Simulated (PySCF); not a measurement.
C3H4BFO2. Atoms are numbered in the order given.

```xyz
11

F      0.2456     2.2829    -0.4508
B      0.1449     1.0033    -0.1184
C      1.3342     0.0629     0.1282
C      1.0258    -1.2470     0.0271
O     -0.2346    -1.7049    -0.0238
C     -1.2017    -0.8058     0.4650
O     -1.1110     0.4627    -0.0946
H      2.3843     0.3554     0.1573
H      1.7507    -2.0631    -0.0650
H     -2.1783    -1.2399     0.2168
H     -1.0772    -0.7382     1.5648
```

Geometry: PBE0-D3(BJ)/def2-SVP. This is a generated structure with no PubChem entry under its InChIKey; it may be hypothetical. One conformer was computed; it need not be the lowest.

Method: PySCF with PBE/pcSseg-1.

GIAO shieldings, no solvent; atoms listed in one row are averaged. δ = σ(ref) − σ: ¹⁹F against CFCl3 (σ = 133.6 ppm); ¹¹B against BF3 (σ = 83.9 ppm); ¹³C against TMS (σ = 182.0 ppm); ¹⁷O against H2O (σ = 334.3 ppm); ¹H against TMS (σ = 31.49 ppm), references at their B3LYP-D3(BJ)/def2-TZVP geometries, non-relativistic.

Computed chemical shifts:
| nucleus | atoms | count | δ (ppm) |
|---|---|---|---|
| ¹⁹F | F1 | 1 | -130.3 |
| ¹¹B | B2 | 1 | 12.7 |
| ¹³C | C4 | 1 | 172.9 |
| ¹³C | C3 | 1 | 100.2 |
| ¹³C | C6 | 1 | 95.4 |
| ¹⁷O | O5 | 1 | 191.8 |
| ¹⁷O | O7 | 1 | 163.2 |
| ¹H | H9 | 1 | 7.58 |
| ¹H | H10 | 1 | 5.85 |
| ¹H | H11 | 1 | 5.66 |
| ¹H | H8 | 1 | 5.07 |
